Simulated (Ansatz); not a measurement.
`[SiH3]C[AsH2]`, relaxed with RKS PBE-D4/def2-SVP in Ansatz from a rough embedded geometry. The force threshold is 0.03 eV/Å; the program also tests the step.

Charge 0, multiplicity 1.

Start:

```xyz
10

Si   -0.695    0.910   -0.054
C    -0.411   -0.872   -0.114
As    1.475   -1.258    0.168
H    -2.087    1.208   -0.298
H     0.051    1.639   -1.117
H    -0.315    1.509    1.264
H    -0.981   -1.380    0.667
H    -0.682   -1.258   -1.130
H     1.650   -0.315    1.439
H     1.996   -0.184   -0.824
```

(1) By how much does the energy fall, and how many steps does the optimiser take? (Estimate.)

(2) Which bonds change most? (An estimate is asked.)

(3) Give the relaxed structure. (Estimate.)

Answers

(1) The calculation gave: 5.31 kcal/mol, in 4 steps.

(2) The calculation gave: Si1–C2 from 1.805 to 1.889 Å; Si1–H4 from 1.445 to 1.509 Å; C2–As3 from 1.945 to 2.004 Å; As3–H9 from 1.592 to 1.544 Å.

(3) The calculation gave: 
```xyz
10

Si   -0.765    0.995   -0.070
C    -0.383   -0.855   -0.117
As    1.540   -1.335    0.179
H    -2.232    1.268   -0.299
H     0.022    1.706   -1.139
H    -0.380    1.563    1.270
H    -0.968   -1.396    0.656
H    -0.672   -1.290   -1.096
H     1.735   -0.397    1.390
H     2.103   -0.258   -0.774
```
